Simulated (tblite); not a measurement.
Compound: C₅H₁₀ClFO₂S.
Numbering: `[CH3:1][CH2:2][C@@H:3]([CH3:4])[C@@H:5]([F:6])[S:7](=[O:8])(=[O:9])[Cl:10]` (hydrogens: H11, H12, H13 on C1; H14, H15 on C2; H16 on C3; H17, H18, H19 on C4; H20 on C5)

Computed with GFN2-xTB (tblite), gas phase: L-BFGS steps from a force-field or distance-geometry start until the largest atomic force falls under 0.01 eV/Å.

Step 10: E = -992.6013 eV
```
atom  x, y, z in Å  |  force x, y, z in eV/Å
C1     -1.8744    1.2557   -0.3916    0.053  -0.042  -0.012
C2     -1.2873   -0.1519   -0.3568   -0.018   0.032  -0.043
C3     -0.2848   -0.3820    0.7770   -0.012  -0.105  -0.011
C4      0.1345   -1.8518    0.8111    0.029  -0.018   0.012
C5      0.9179    0.5448    0.7008   -0.093  -0.082   0.080
F6      1.8135    0.2950    1.6879   -0.043   0.027   0.065
S7      1.9121    0.3569   -0.8354   -0.139   0.011   0.096
O8      2.4130   -0.9642   -1.0209   -0.064   0.152  -0.035
O9      1.1930    0.9922   -1.8920    0.110  -0.066  -0.132
Cl10    3.5018    1.5620   -0.3870   -0.122  -0.101  -0.062
H11    -1.1229    1.9811   -0.6900   -0.011   0.016  -0.003
H12    -2.6819    1.2987   -1.1169   -0.005  -0.006  -0.003
H13    -2.2761    1.5260    0.5820    0.006   0.047   0.018
H14    -2.1004   -0.8674   -0.1987    0.055   0.040  -0.108
H15    -0.8130   -0.3717   -1.3151   -0.014   0.009   0.045
H16    -0.7917   -0.1490    1.7255    0.092   0.018   0.015
H17    -0.7229   -2.4621    1.0837    0.005  -0.025  -0.002
H18     0.9161   -2.0141    1.5456    0.051   0.001   0.081
H19     0.5050   -2.1899   -0.1528    0.013   0.102  -0.020
H20     0.6434    1.6023    0.7284    0.106  -0.011   0.018
```

Step 11: E = -992.6066 eV
```
atom  x, y, z in Å  |  force x, y, z in eV/Å
C1     -1.8730    1.2563   -0.3918    0.028  -0.023  -0.001
C2     -1.2856   -0.1492   -0.3565    0.015  -0.021  -0.021
C3     -0.2865   -0.3840    0.7795    0.009  -0.021   0.003
C4      0.1369   -1.8499    0.8123    0.027  -0.043   0.019
C5      0.9152    0.5410    0.7038   -0.020  -0.002   0.014
F6      1.8169    0.2969    1.6877   -0.078  -0.005   0.030
S7      1.9056    0.3557   -0.8391   -0.202  -0.051   0.131
O8      2.4087   -0.9658   -1.0190   -0.075   0.162  -0.067
O9      1.1895    0.9897   -1.9001    0.138  -0.094  -0.068
Cl10    3.4867    1.5539   -0.3797   -0.044  -0.033  -0.067
H11    -1.1230    1.9815   -0.6912    0.012   0.038  -0.013
H12    -2.6811    1.2983   -1.1164   -0.010  -0.005  -0.005
H13    -2.2735    1.5280    0.5817    0.000   0.046   0.023
H14    -2.0962   -0.8668   -0.2053    0.004   0.016  -0.085
H15    -0.8083   -0.3693   -1.3117    0.013   0.015  -0.004
H16    -0.7915   -0.1491    1.7268    0.052   0.011   0.051
H17    -0.7183   -2.4629    1.0802   -0.031  -0.059   0.019
H18     0.9184   -2.0124    1.5471    0.045   0.003   0.073
H19     0.5070   -2.1812   -0.1525    0.044   0.070  -0.055
H20     0.6469    1.5998    0.7291    0.072  -0.004   0.021
```

Step 12: E = -992.6111 eV
```
atom  x, y, z in Å  |  force x, y, z in eV/Å
C1     -1.8714    1.2567   -0.3919    0.002   0.008   0.008
C2     -1.2838   -0.1473   -0.3566    0.040  -0.052   0.005
C3     -0.2880   -0.3862    0.7817    0.016   0.045   0.027
C4      0.1395   -1.8493    0.8136    0.019  -0.051   0.022
C5      0.9120    0.5377    0.7069    0.031   0.062  -0.026
F6      1.8184    0.2983    1.6881   -0.096  -0.037   0.010
S7      1.8965    0.3544   -0.8397   -0.175  -0.067   0.091
O8      2.4038   -0.9647   -1.0188   -0.068   0.091  -0.068
O9      1.1890    0.9857   -1.9083    0.108  -0.081  -0.016
Cl10    3.4728    1.5463   -0.3749    0.013   0.025  -0.060
H11    -1.1229    1.9824   -0.6924    0.025   0.046  -0.018
H12    -2.6804    1.2979   -1.1159   -0.005  -0.005   0.001
H13    -2.2712    1.5306    0.5817    0.002   0.035   0.015
H14    -2.0925   -0.8659   -0.2125   -0.043  -0.012  -0.060
H15    -0.8038   -0.3671   -1.3090    0.041   0.019  -0.047
H16    -0.7902   -0.1489    1.7288    0.009  -0.002   0.075
H17    -0.7148   -2.4646    1.0775   -0.034  -0.075   0.027
H18     0.9211   -2.0108    1.5497    0.024   0.001   0.046
H19     0.5096   -2.1723   -0.1533    0.065   0.036  -0.057
H20     0.6512    1.5978    0.7301    0.026   0.014   0.026
```

**Question.** Estimate the geometry and energy of step 13. (The exact step hangs on the optimiser's Hessian estimate; all steps are aligned on step 12, rigid shifts and turns removed.)

**Answer.** E = -992.6142 eV, largest force 0.105 eV/Å
```
atom  x, y, z in Å  |  force x, y, z in eV/Å
C1     -1.8699    1.2572   -0.3919   -0.006   0.026   0.011
C2     -1.2818   -0.1466   -0.3566    0.037  -0.048   0.014
C3     -0.2889   -0.3872    0.7841    0.006   0.056   0.042
C4      0.1418   -1.8497    0.8148    0.008  -0.035   0.017
C5      0.9096    0.5364    0.7089    0.031   0.077  -0.024
F6      1.8181    0.2985    1.6881   -0.088  -0.056   0.010
S7      1.8870    0.3525   -0.8382   -0.072  -0.042   0.012
O8      2.3987   -0.9630   -1.0203   -0.052  -0.010  -0.044
O9      1.1902    0.9809   -1.9147    0.043  -0.039   0.005
Cl10    3.4626    1.5412   -0.3720    0.035   0.053  -0.052
H11    -1.1225    1.9839   -0.6937    0.021   0.037  -0.016
H12    -2.6799    1.2974   -1.1155    0.005  -0.005   0.009
H13    -2.2694    1.5331    0.5819    0.008   0.023   0.001
H14    -2.0904   -0.8656   -0.2187   -0.058  -0.024  -0.043
H15    -0.7994   -0.3649   -1.3078    0.053   0.022  -0.056
H16    -0.7891   -0.1487    1.7316   -0.017  -0.014   0.076
H17    -0.7128   -2.4671    1.0760   -0.007  -0.068   0.019
H18     0.9236   -2.0096    1.5524   -0.001  -0.004   0.016
H19     0.5129   -2.1650   -0.1548    0.065   0.014  -0.026
H20     0.6547    1.5970    0.7312   -0.011   0.039   0.029
```

The energy changes by -0.0031 eV. The first-order estimate −F·Δx gives -0.0045 eV and the mean of the old and new forces, exact on a quadratic surface, -0.0031 eV. The step makes an angle of 61° with the force vector and moves no atom by more than 0.012 Å.

What follows is the cost of the whole relaxation. The run took 1.0 s of wall time on one thread, Intel Xeon 6975P-C (x86_64) (shared host).
